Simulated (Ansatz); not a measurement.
Consider the adduct formation: `[CH3][Al]([CH3])[F]` + H₂Se → `[CH3][Al-]([CH3])([F])[SeH2+]`.

Calculated with Ansatz (gas phase, PBE0-D4/def2-TZVP geometries, no zero-point term in ΔE). CCSD(T)/CBS is the MP2 limit (def2-TZVPP, def2-QZVPP) plus CCSD(T) − MP2 in def2-TZVPP, frozen cores. Functionals use def2-TZVPP. B3LYP here is the variant with VWN-RPA as its local correlation; programs differ in this. HSE06 is defined as in plane-wave codes. For Se outer-core shells are correlated without core-valence functions, which leaves a few kJ/mol of doubt a bond. Scalar relativity is left out up to krypton. Each species was taken in one conformer, which may not be the lowest.

```csv
level,ΔE (kcal/mol),difference from CCSD(T)/CBS
revPBE-D4,-11.6,-0.2
r2SCAN-D4,-12.0,-0.6
B3LYP-D4,-10.5,0.9
r2SCAN0-D4,-12.1,-0.7
HSE06-D4,-12.1,-0.7
PBE,-9.5,1.9
revPBE,-6.5,4.9
BLYP,-5.0,6.4
RPA@PBE/def2-TZVPP,-10.6,0.8
CCSD(T)/def2-SVP,-11.4,0.0
HF/def2-TZVPP,-4.8,6.6
MP2/def2-TZVPP,-11.6,-0.2
HF/def2-QZVPP,-4.5,6.9
MP2/def2-QZVPP,-11.7,-0.3
SCS-MP2/def2-QZVPP,-10.3,1.1
MP2/CBS(def2),-11.9,-0.5
CCSD(T)/CBS,-11.4,0
```

Largest T1 diagnostic among the species: 0.011.

In def2-TZVPP, CCSD(T) changes the Hartree–Fock value by −6.3 kcal/mol (the triples alone add −0.9 kcal/mol) and MP2 by −6.8 kcal/mol. From BLYP to BHLYP (50 % exact exchange), in def2-TZVPP and without D4, ΔE moves by −2.5 kcal/mol.

CCSD(T)/CBS has its own doubt, a few kJ/mol and more with outer-core shells, so smaller differences from it don't rank the levels.
